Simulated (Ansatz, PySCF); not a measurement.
Gas-phase reaction in SMILES: [C]#CO -> [C-]#CO (an electron is taken up)
Structures are relaxed separately at B3LYP-D3(BJ)/def2-TZVP in Ansatz (an electronic-structure program).
Geometry of the first species:
```xyz
4

C      1.4687    -0.1022    -0.1775
C      0.2013    -0.0129    -0.0178
O     -1.0660     0.1572     0.0754
H     -1.4922    -0.5665     0.5690
```
Charge 0, spin multiplicity 2.

Wanted: adiabatic electron affinity (electronic energy difference), positive where the reaction releases energy, in eV. Cores are frozen in the correlated levels unless marked. UHF or UKS for open shells. Spin-orbit coupling is left out. Non-relativistic. Anions need diffuse functions: aug- sets have them; def2-D sets add few; the other sets have none. Basis-set limits of correlation are two-point, X^-3; Hartree-Fock from the larger set. [CCSD(T)-MP2]/basis is that difference in the basis named.

| level | program | adiabatic electron affinity (eV) |
|---|---|---|
| B3LYP-D3(BJ)/def2-TZVPD | Ansatz + dftd3 | ___ |
| PBE0/6-31G* | Ansatz | ___ |
| MN15/def2-TZVPD | PySCF | 2.40 |
| HSE06-D3(BJ)/def2-TZVPD | Ansatz + dftd3 | 2.28 |
| SCS-MP2/aug-cc-pVDZ | Ansatz | 2.54 |
| CCSD/cc-pVDZ | Ansatz | 1.57 |
| RI-MP2/CBS(aug-cc-pVTZ,aug-cc-pVQZ)+[CCSD(T)-MP2]/aug-cc-pVTZ | Ansatz | ___ |

Task: What belongs in the gaps?

Result: 
- B3LYP-D3(BJ)/def2-TZVPD, adiabatic electron affinity (eV): 2.38
- PBE0/6-31G*, adiabatic electron affinity (eV): 1.51
- RI-MP2/CBS(aug-cc-pVTZ,aug-cc-pVQZ)+[CCSD(T)-MP2]/aug-cc-pVTZ, adiabatic electron affinity (eV): 2.61
